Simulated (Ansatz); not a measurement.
Mulliken charges of FH5OSeSi2, SMILES `F[SiH]([SeH])O[SiH3]` from r2SCAN/def2-TZVPP in Ansatz (PBE0-D4/def2-TZVP geometry).

| atom | x (Å) | y (Å) | z (Å) | charge (e) |
| --- | --- | --- | --- | --- |
| F1 | -2.425 | 0.785 | -0.501 | -0.302 |
| Si2 | -1.278 | 0.460 | 0.551 | 0.672 |
| Se3 | -0.038 | 2.310 | 0.956 | -0.195 |
| O4 | -0.403 | -0.747 | -0.070 | -0.401 |
| Si5 | 1.118 | -1.224 | -0.478 | 0.437 |
| H6 | -1.910 | 0.054 | 1.819 | -0.082 |
| H7 | 0.335 | 2.431 | -0.461 | 0.077 |
| H8 | 1.766 | -0.187 | -1.319 | -0.073 |
| H9 | 0.995 | -2.488 | -1.241 | -0.066 |
| H10 | 1.924 | -1.445 | 0.747 | -0.067 |

Question: By hand: the dipole of these point charges (1 e Å = 4.8032 D).

Answer: Σ q r = (0.390, -0.156, 0.098) e Å, of length 0.431 e Å = 2.07 D.

Question: How does the dipole of the full density compare? (An estimate is asked.)

Answer: Ansatz gave: (0.236, -0.104, 0.014) e Å, 1.24 D; the point charges give 1.67 times that, at 10° from its direction.

Point charges leave out the atoms' own dipoles, such as those of lone pairs, and Mulliken's split depends on the basis, so the two needn't agree.
